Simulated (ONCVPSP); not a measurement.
zinc: excitation energies, all-electron against ONCV

ONCVPSP 4.0.1 input, shortened (lines: element, Z, core and valence counts, functional; n l f; lmax; l rc ep ncon nbas qcut; lloc lpopt rc5 dvloc0; l nproj debl; icmod fcfact rcfact), PBE, scalar-relativistic:

```
  Zn 30.00    3    5        4      upf
    1    0    2.00
    2    0    2.00
    2    1    6.00
    3    0    2.00
    3    1    6.00
    3    2   10.00
    4    0    1.50
    4    1    0.50
    2
    0    1.15    0.00    3    6   10.00
    1    1.00    0.00    4    7   14.80
    2    1.00    0.00    4    8   15.70
    2    5    1.00    0.00
    0    2    2.40
    1    3    1.50
    2    0    0.90
    3    3.25    1.40
```

Energies are relative to the spin-unpolarised reference configuration 3s2 3p6 3d10 4s1.5 4p0.5; without spin polarisation the order of configurations can differ from experiment. Not all tests gave a result: 1 of 4 tests not solved or not reliable.

```csv
valence configuration,charge,ΔE all-electron (eV),error AE − PS (meV)
3s2 3p6 3d10 4s2 4p0,0,-2.487,+0.4
3s2 3p6 3d10 4s1 4p0,+1,7.402,-0.7
3s2 3p6 3d9 4s2 4p0,+1,15.414,-12
```

Levels in the configuration 3s2 3p6 3d10 4s1 4p0:

```csv
level,all-electron (eV),pseudo (eV)
3s,-138.900,-138.894
3p,-93.085,-93.080
3d,-19.761,-19.762
4s,-13.998,-13.997
```
